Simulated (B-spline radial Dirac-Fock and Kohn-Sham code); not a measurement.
# Binding energies of Au⁶⁺ at several levels of theory

System: the Au⁶⁺ ion, configuration 1s2 2s2 2p6 3s2 3p6 3d10 4s2 4p6 4d10 4f14 5s2 5p6 5d5.

The density-functional columns are spherical, spin-unpolarised Dirac-Kohn-Sham results without Breit or QED terms: −ε is minus the orbital energy of the initial state and ΔSCF the difference of two total energies. The reference in the last column comes from multi-electron Dirac-Fock with separately optimised hole states, Breit and Lamb-shift corrections added in first order. All numbers are from a radial atomic solver, in eV; a selection of levels is shown. The Kohn-Sham columns are given as differences from the reference. For the 1s level of heavy atoms much of the gap between ΔSCF and the reference is the Breit and QED part, -435.2 eV here; for other levels the error of the functional can be larger.

```csv
level,PBE −ε − DF,PBE ΔSCF − DF,LDA −ε − DF,LDA ΔSCF − DF,Dirac-Fock
K,-123.0,+490.6,-187.5,+424.0,80822.4
L1,-162.2,-46.6,-171.7,-55.8,14464.4
L2,-114.2,+34.8,-118.6,+30.5,13837.1
L3,-134.9,-9.6,-137.3,-11.8,12022.3
M1,-92.5,-56.4,-95.0,-58.8,3536.1
M2,-74.9,-36.2,-75.8,-37.0,3257.0
M3,-75.0,-40.1,-75.4,-40.4,2852.0
M4,-53.2,-11.5,-52.9,-11.2,2394.7
M5,-54.8,-14.5,-54.5,-14.2,2309.2
N1,-52.7,-34.6,-53.9,-35.7,869.7
N2,-45.0,-26.9,-45.5,-27.4,750.3
N3,-44.6,-27.4,-45.3,-28.0,652.7
N4,-32.3,-15.3,-32.3,-15.3,457.3
N5,-32.3,-15.5,-32.3,-15.5,439.1
N6,-14.8,+1.4,-14.3,+1.9,186.7
N7,-15.0,+1.1,-14.5,+1.6,183.0
O1,-17.1,-6.4,-16.8,-6.0,212.0
O2,-11.9,-1.6,-11.5,-1.2,169.7
O3,-11.8,-2.1,-11.5,-1.8,152.0
"O4,5",-7.1,+1.2,-6.8,+1.6,93.31
```

Values without a named source are computed, but for edge energies of neutral atoms, which are taken from tables.
